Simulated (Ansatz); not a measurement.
Coupled-cluster run, CH7AlSiSn, SMILES `[CH3][SnH]1[AlH][SiH2]1`.

```yaml
crystal:
  periodic: [false, false, false]
  atoms:
    - {symbol: C, position_ang: [-1.420920, 1.453550, -0.672659]}
    - {symbol: Sn, position_ang: [-0.697699, -0.180338, 0.520263]}
    - {symbol: Al, position_ang: [1.557804, -0.685124, 1.787910]}
    - {symbol: Si, position_ang: [1.504831, -1.213599, -0.533859]}
    - {symbol: H, position_ang: [-2.006377, 1.059760, -1.503136]}
    - {symbol: H, position_ang: [-2.047669, 2.103807, -0.062178]}
    - {symbol: H, position_ang: [-0.573331, 2.018550, -1.057413]}
    - {symbol: H, position_ang: [-2.046235, -1.158963, 0.951897]}
    - {symbol: H, position_ang: [2.058617, -1.141268, 3.225577]}
    - {symbol: H, position_ang: [1.863475, 0.059567, -1.236598]}
    - {symbol: H, position_ang: [1.872805, -2.373042, -1.399003]}
basis:
  gaussian: {orbitals: def2-TZVPP}
correlation: {method: ccsd_t}
output: {orbitals: {seedname: orbitals}}
```

```sh
$ ansatz run in.yaml --threads 4 --pin off --events-out ev --progress --plain
```

Log, shortened:

```
Functional definition: HF
1683 factors; integrals over basis functions are off by at most 9.7e-4 eV
mean field evaluation 1: about -21387.9861 eV, gradient 2.9e1 eV
mean field evaluation 2: about -21388.2055 eV, gradient 2.9e1 eV
mean field evaluation 4: about -21391.2502 eV, gradient 3.7e0 eV
mean field evaluation 8: about -21391.3369 eV, gradient 2.7e-1 eV
mean field -21391.33784894 eV, -786.1171663789 hartree, gradient 3.2e-6 eV, S^2 0.000000; 0 other end points of the search recorded, 0 dependent functions left out
15 core orbitals not correlated: weight in the atoms' cores, before any rotation towards them, 1.000 or more for the frozen orbitals, at most 0.000 for the correlated occupied ones
reference -21391.33784894 eV, -786.1171663789 hartree; 16, 16 occupied and 232, 232 virtual orbitals, 1683 factors
second order -19.37979016 eV of doubles, -0.00000000 eV of singles
cycle   1  -19.86301249 eV  change   -4.8e-1 eV  update   1.2e-1
cycle   2  -20.47144525 eV  change   -6.1e-1 eV  update   3.5e-2
cycle   3  -20.56432575 eV  change   -9.3e-2 eV  update   1.8e-2
cycle   4  -20.55342434 eV  change    1.1e-2 eV  update   5.6e-3
cycle   5  -20.55186102 eV  change    1.6e-3 eV  update   3.1e-3
cycle   6  -20.55217977 eV  change   -3.2e-4 eV  update   1.4e-3
cycle   7  -20.55171079 eV  change    4.7e-4 eV  update   7.0e-4
cycle   8  -20.55189695 eV  change   -1.9e-4 eV  update   3.2e-4
cycle   9  -20.55204941 eV  change   -1.5e-4 eV  update   1.3e-4
cycle  10  -20.55196835 eV  change    8.1e-5 eV  update   5.5e-5
cycle  11  -20.55197705 eV  change   -8.7e-6 eV  update   2.5e-5
perturbative correction -0.80799815 eV, -0.0296933843 hartree
Total energy: -21412.69782414 eV, -786.9021309892 hartree
```

Hardware: 4 threads of a server CPU on a shared host. Wall time 2.7 min, peak host memory 6.2 GiB.

MP2 recovers 90.7 % of the CCSD(T) correlation energy and the triples give 3.8 %; T1 = 0.0148.
